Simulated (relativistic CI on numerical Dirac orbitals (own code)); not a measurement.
**Energy levels of Ho42+**

Method of calculation: Dirac-Coulomb-Breit CI, separate exchange-only KLI orbitals for each configuration, QED by a radiative potential, unscaled Slater integrals (own radial code, finite nucleus).

Configuration list (outside the closed core [Ne]): 3s2 3p6 3d7, 3s2 3p5 3d8, 3s2 3p4 3d9, 3s 3p6 3d8, 3p6 3d9, 3s 3p5 3d9, 3s2 3p6 3d6 4s, 3s2 3p6 3d6 4p, 3s2 3p4 3d8 4s, 3s2 3p6 3d6 4d, 3s2 3p4 3d8 4p, 3s2 3p5 3d7 4s, 3s2 3p6 3d6 4f, 3s2 3p4 3d8 4d, 3s 3p5 3d8 4s, 3s2 3p5 3d7 4p, 3s 3p5 3d8 4p, 3s2 3p5 3d7 4d, 3s2 3p6 3d5 4s2, 3s 3p5 3d8 4d, 3s 3p6 3d7 4s, 3p6 3d8 4s, 3s2 3p6 3d5 4s 4p, 3s2 3p5 3d7 4f, 3p6 3d8 4p, 3s2 3p6 3d6 5s, 3s 3p6 3d7 4p, 3s2 3p6 3d5 4p2, 3s2 3p6 3d6 5p, 3p6 3d8 4d, 3s2 3p6 3d6 5d, 3s2 3p5 3d6 4s2, 3s2 3p6 3d6 5f, 3s 3p6 3d6 4s2, 3s2 3p5 3d7 5s, 3s2 3p6 3d6 6s. Levels of other configurations are missing.

The lowest level is 3s2 3p6 3d7 4F_9/2, with 63 % of that term; Hund's rules for 3s2 3p6 3d7 give 4F with J = 9/2, in agreement.

| No. | Configuration | Term | J | E (eV) | % | Next component (%) | Lifetime (s) | jj configuration (%) |
| --- | --- | --- | --- | --- | --- | --- | --- | --- |
| 1 | 3s2 3p6 3d7 | 4F | 9/2 | 0.000 | 63 | 32 2G |  | 3d5/2^3 (97) |
| 2 | 3s2 3p6 3d7 | 2P | 3/2 | 11.027 | 50 | 26 2D |  | 3d5/2^3 (98) |
| 3 | 3s2 3p6 3d7 | 2D | 5/2 | 16.544 | 50 | 24 4P | 3.78e-02 | 3d5/2^3 (94) |
| 4 | 3s2 3p6 3d7 | 4F | 7/2 | 39.370 | 87 | 12 2G | 1.17e-06 | 3d3/2^3 3d5/2^4 (98) |
| 5 | 3s2 3p6 3d7 | 2H | 9/2 | 46.101 | 35 | 33 4F | 1.84e-06 | 3d3/2^3 3d5/2^4 (97) |
| 6 | 3s2 3p6 3d7 | 4F | 3/2 | 47.987 | 35 | 35 4P | 1.45e-06 | 3d3/2^3 3d5/2^4 (98) |
| 7 | 3s2 3p6 3d7 | 4P | 5/2 | 49.764 | 59 | 25 4F | 2.45e-06 | 3d3/2^3 3d5/2^4 (96) |
| 8 | 3s2 3p6 3d7 | 4P | 1/2 | 51.336 | 51 | 48 2P | 1.70e-06 | 3d3/2^3 3d5/2^4 (100) |
| 9 | 3s2 3p6 3d7 | 2H | 11/2 | 53.479 | 100 |  | 2.17e-05 | 3d3/2^3 3d5/2^4 (100) |
| 10 | 3s2 3p6 3d7 | 2G | 7/2 | 58.696 | 50 | 46 2F | 7.90e-06 | 3d3/2^3 3d5/2^4 (95) |
| 11 | 3s2 3p6 3d7 | 2F | 5/2 | 63.844 | 67 | 27 2D | 4.19e-06 | 3d3/2^3 3d5/2^4 (96) |
| 12 | 3s2 3p6 3d7 | 2D | 3/2 | 78.726 | 85 | 10 4F | 2.21e-06 | 3d3/2^3 3d5/2^4 (92) |
| 13 | 3s2 3p6 3d7 | 4F | 5/2 | 85.814 | 58 | 36 2D | 5.66e-07 | 3d3/2^2 3d5/2^5 (97) |
| 14 | 3s2 3p6 3d7 | 4P | 3/2 | 89.238 | 37 | 29 4F | 7.62e-07 | 3d3/2^2 3d5/2^5 (94) |
| 15 | 3s2 3p6 3d7 | 2H | 9/2 | 93.638 | 60 | 35 2G | 1.10e-06 | 3d3/2^2 3d5/2^5 (99) |
| 16 | 3s2 3p6 3d7 | 2P | 1/2 | 93.864 | 51 | 48 4P | 9.47e-07 | 3d3/2^2 3d5/2^5 (100) |
| 17 | 3s2 3p6 3d7 | 2F | 7/2 | 96.984 | 53 | 38 2G | 1.08e-06 | 3d3/2^2 3d5/2^5 (94) |
| 18 | 3s2 3p6 3d7 | 2D | 5/2 | 118.397 | 72 | 20 2F | 7.44e-07 | 3d3/2^2 3d5/2^5 (97) |
| 19 | 3s2 3p6 3d7 | 2D | 3/2 | 137.143 | 55 | 21 4F | 3.91e-07 | 3d3/2 3d5/2^6 (97) |
| 20 | 3s2 3p5 3d8 | 4G° | 11/2 | 337.974 | 94 | 6 2H° | 1.17e-11 | 3p3/2^3 3d5/2^4 (96) |
| 21 | 3s2 3p5 3d8 | 2D° | 5/2 | 348.535 | 58 | 19 2F° | 3.36e-12 | 3p3/2^3 3d5/2^4 (98) |
| 22 | 3s2 3p5 3d8 | 2F° | 7/2 | 349.402 | 57 | 34 4D° | 5.88e-12 | 3p3/2^3 3d5/2^4 (97) |
| 23 | 3s2 3p5 3d8 | 4F° | 9/2 | 355.903 | 60 | 31 2G° | 1.24e-12 | 3p3/2^3 3d5/2^4 (97) |
| 24 | 3s2 3p5 3d8 | 2P° | 1/2 | 365.375 | 42 | 39 2S° | 1.07e-12 | 3p3/2^3 3d5/2^4 (95) |
| 25 | 3s2 3p5 3d8 | 4D° | 7/2 | 376.523 | 54 | 27 2F° | 6.23e-13 | 3p3/2^3 3d5/2^4 (87) |
| 26 | 3s2 3p5 3d8 | 2P° | 3/2 | 376.605 | 45 | 23 4D° | 2.39e-12 | 3p3/2^3 3d5/2^4 (90) |
| 27 | 3s2 3p5 3d8 | 2D° | 5/2 | 379.248 | 50 | 15 4P° | 1.14e-12 | 3p3/2^3 3d5/2^4 (90) |
| 28 | 3s2 3p5 3d8 | 2P° | 3/2 | 385.053 | 38 | 21 2D° | 7.10e-13 | 3p3/2^3 3d5/2^4 (84) |
| 29 | 3s2 3p5 3d8 | 4G° | 9/2 | 385.779 | 67 | 26 2G° | 3.63e-12 | 3p3/2^3 3d3/2^3 3d5/2^5 (97) |
| 30 | 3s2 3p5 3d8 | 4D° | 7/2 | 390.972 | 37 | 32 4F° | 2.31e-12 | 3p3/2^3 3d3/2^3 3d5/2^5 (98) |

Energies count from the lowest computed level; ° marks odd parity; lifetimes are radiative, by E1, M1, E2, M2 decay to levels of this space only; some are left blank where a channel outside the calculation adds to the decay or the decay crosses a small, uncertain gap. Filled j subshells are mostly left out of the jj labels.

The mean weight of the leading LS term, summed over parents, in these 30 levels is 57 %, and that of the leading jj configuration (from the same eigenvectors) 96 %, so jj coupling describes them better and the LS labels are nominal.

At this charge energies of transitions that change n are usually good to better than 1 %, and those within a shell (Δn = 0) to a few per cent.

LS names give the leading component of a level, which can be under half, so a name can repeat, a term be missing and a line seem to break the LS rules.
